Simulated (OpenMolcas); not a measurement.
# OpenMolcas run: Re2+

Re2+ among 6 point charges of -1.1 e arranged as an octahedron (Oh), 2.26 Å from the ion. With inversion symmetry the input lists one of each pair of outer charges.

Input:

```
&GATEWAY
Coord
1

Re 0.0 0.0 0.0
Basis=ANO-RCC-VDZP
Group=XYZ
NoMove
AngMom=0.0 0.0 0.0
AMFI
XField
3 Angstrom 0
2.260000 0.000000 0.000000 -1.100000
0.000000 2.260000 0.000000 -1.100000
0.000000 0.000000 2.260000 -1.100000
&SEWARD
* reference wave functions (RASSCF and RASSI steps not shown): 5 electrons in 5 orbitals (5d)
>>> COPY JOB001 $Project.JobIph
&CASPT2
Multistate=1 1
Frozen=14 16
IPEA=0.25
Imaginary=0.1
MaxIter=60
WThr=0.0 0.3 0.05
PrWF=0.5
NoMix
>>> COPY JOB002 $Project.JobIph
&CASPT2
Multistate=24 1 2 3 4 5 6 7 8 9 10 11 12 13 14 15 16 17 18 19 20 21 22
23 24
NoMult
Frozen=14 16
IPEA=0.25
Imaginary=0.1
MaxIter=60
WThr=0.0 0.3 0.05
PrWF=0.5
NoMix
>>> COPY JOB003 $Project.JobIph
&CASPT2
Multistate=75 1 2 3 4 5 6 7 8 9 10 11 12 13 14 15 16 17 18 19 20 21 22
23 24 25 26 27 28 29 30 31 32 33 34 35 36 37 38 39 40 41 42 43 44 45 46
47 48 49 50 51 52 53 54 55 56 57 58 59 60 61 62 63 64 65 66 67 68 69 70
71 72 73 74 75
NoMult
Frozen=14 16
IPEA=0.25
Imaginary=0.1
MaxIter=60
WThr=0.0 0.3 0.05
PrWF=0.5
NoMix
```

Launched by
```bash
OMP_NUM_THREADS=1 MOLCAS_MEM=1689 MOLCAS_PROJECT=a pymolcas a.inp > a.log  # once for each step of the input, in one work folder
```

Output, cut to the results:

```
--- CASPT2 ---
Orbital specifications:
      -----------------------

      Symmetry species                           1   2
                                                ag  au
      Frozen orbitals                           14  16
      Inactive orbitals                          1   3
      Active orbitals                            5   0
      Secondary orbitals                        16  13
      Deleted orbitals                           0   0
      Number of basis functions                 36  32
Type of calculation                        SS-CASPT2
      Fock operator                              state-specific
      IPEA shift                                 0.25
      Real shift                                 0.00
      Imaginary shift                            0.10
      The input orbitals will be transformed to quasi-canonical
Reference energy:      -16678.8892814210
      E2 (Non-variational):      -0.2116041625
      Shift correction:          -0.0000948235
      E2 (Variational):          -0.2116989861
      Total energy:          -16679.1009804071
      Residual norm:              0.0000001645
      Reference weight:           0.96171
      Contributions to the CASPT2 correlation energy
      Active & Virtual Only:         -0.0342656004
      One Inactive Excited:          -0.1028479493
      Two Inactive Excited:          -0.0744906128
::    CASPT2 Root  1     Total energy: -16679.10098041
--- CASPT2 ---
Orbital specifications:
      -----------------------

      Symmetry species                           1   2
                                                ag  au
      Frozen orbitals                           14  16
      Inactive orbitals                          1   3
      Active orbitals                            5   0
      Secondary orbitals                        16  13
      Deleted orbitals                           0   0
      Number of basis functions                 36  32
Type of calculation                        SS-CASPT2
      Fock operator                              state-specific
      IPEA shift                                 0.25
      Real shift                                 0.00
      Imaginary shift                            0.10
      The input orbitals will be transformed to quasi-canonical
Reference energy:      -16678.8111014072
      E2 (Non-variational):      -0.2195782518
      Shift correction:          -0.0002357177
      E2 (Variational):          -0.2198139695
      Total energy:          -16679.0309153768
      Residual norm:              0.0000005098
      Reference weight:           0.95628
      Contributions to the CASPT2 correlation energy
      Active & Virtual Only:         -0.0417384508
      One Inactive Excited:          -0.1005864085
      Two Inactive Excited:          -0.0772533925
Reference energy:      -16678.8111014072
      E2 (Non-variational):      -0.2198844371
      Shift correction:          -0.0002632223
      E2 (Variational):          -0.2201476594
      Total energy:          -16679.0312490666
      Residual norm:              0.0000005767
      Reference weight:           0.95586
      Contributions to the CASPT2 correlation energy
      Active & Virtual Only:         -0.0419417468
      One Inactive Excited:          -0.1006261033
      Two Inactive Excited:          -0.0773165870
::    CASPT2 Root  1     Total energy: -16679.03091538
::    CASPT2 Root  2     Total energy: -16679.03124907
::    CASPT2 Root  3     Total energy: -16679.03124525
::    CASPT2 Root  4     Total energy: -16679.01627091
::    CASPT2 Root  5     Total energy: -16679.01624956
::    CASPT2 Root  6     Total energy: -16679.01622763
::    CASPT2 Root  7     Total energy: -16679.00745715
::    CASPT2 Root  8     Total energy: -16679.00751449
::    CASPT2 Root  9     Total energy: -16679.00585373
::    CASPT2 Root 10     Total energy: -16678.99997644
::    CASPT2 Root 11     Total energy: -16679.00015988
::    CASPT2 Root 12     Total energy: -16679.00009275
::    CASPT2 Root 13     Total energy: -16678.99301946
::    CASPT2 Root 14     Total energy: -16678.99290683
::    CASPT2 Root 15     Total energy: -16678.97550167
::    CASPT2 Root 16     Total energy: -16678.97567853
::    CASPT2 Root 17     Total energy: -16678.97576813
::    CASPT2 Root 18     Total energy: -16678.94562101
::    CASPT2 Root 19     Total energy: -16678.94599548
::    CASPT2 Root 20     Total energy: -16678.94559092
::    CASPT2 Root 21     Total energy: -16678.94574982
::    CASPT2 Root 22     Total energy: -16678.92928242
::    CASPT2 Root 23     Total energy: -16678.92968556
::    CASPT2 Root 24     Total energy: -16678.92972335
--- CASPT2 ---
Orbital specifications:
      -----------------------

      Symmetry species                           1   2
                                                ag  au
      Frozen orbitals                           14  16
      Inactive orbitals                          1   3
      Active orbitals                            5   0
      Secondary orbitals                        16  13
      Deleted orbitals                           0   0
      Number of basis functions                 36  32
Type of calculation                        SS-CASPT2
      Fock operator                              state-specific
      IPEA shift                                 0.25
      Real shift                                 0.00
      Imaginary shift                            0.10
      The input orbitals will be transformed to quasi-canonical
Reference energy:      -16678.7841450421
      E2 (Non-variational):      -0.2211183216
      Shift correction:          -0.0001299977
      E2 (Variational):          -0.2212483193
      Total energy:          -16679.0053933615
      Residual norm:              0.0000005405
      Reference weight:           0.95765
      Contributions to the CASPT2 correlation energy
      Active & Virtual Only:         -0.0435437574
      One Inactive Excited:          -0.0999773823
...
```

Spin-orbit levels above the lowest (labels of O, the rotations of Oh), with the averaged single-state CASPT2 energies on the diagonal:

```
E (cm-1)  Degeneracy  Label      2S+1               g
       0           2     Γ7  6 (88 %)  3.24 3.24 3.24
      72           4     Γ8  6 (89 %)                
   11660           2     Γ7  4 (51 %)  2.28 2.28 2.28
   14700           4     Γ8  4 (82 %)                
   15400           4     Γ8  4 (84 %)                
   16540           2     Γ6         4  1.93 1.93 1.93
   17280           2     Γ7  4 (88 %)  2.14 2.14 2.14
   17780           4     Γ8  4 (85 %)                
   19290           4     Γ8  4 (77 %)                
   19340           2     Γ6         4  3.52 3.52 3.52
   19820           4     Γ8  4 (81 %)                
   20120           2     Γ7  4 (76 %)  2.72 2.72 2.72
   20590           2     Γ6  4 (85 %)  1.11 1.11 1.11
   21160           4     Γ8  4 (89 %)                
   21420           4     Γ8  4 (88 %)                
   22140           2     Γ7  4 (53 %)  1.80 1.80 1.80
   22310           4     Γ8  4 (76 %)                
   22680           2     Γ6         4  2.83 2.83 2.83
   23800           4     Γ8         4                
   24070           2     Γ7  4 (78 %)  2.33 2.33 2.33
```

Roots that are degenerate in the reference are averaged as groups; the widest CASPT2 spread within a group is 190 cm-1 (the 3-fold group of multiplicity 2 near 39700 cm-1 above the lowest state of its run). Shifts and gaps below about the spread of the groups concerned are not significant. Point charges give a weaker field than real ligands, and real ions of this kind are as a rule low spin; the high spin found here belongs to the model. Free-ion shares, where given, are those of the reference states; single-state CASPT2 does not remix them. This is an electrostatic model: the charges have no orbitals. No measured value stands beside these numbers.
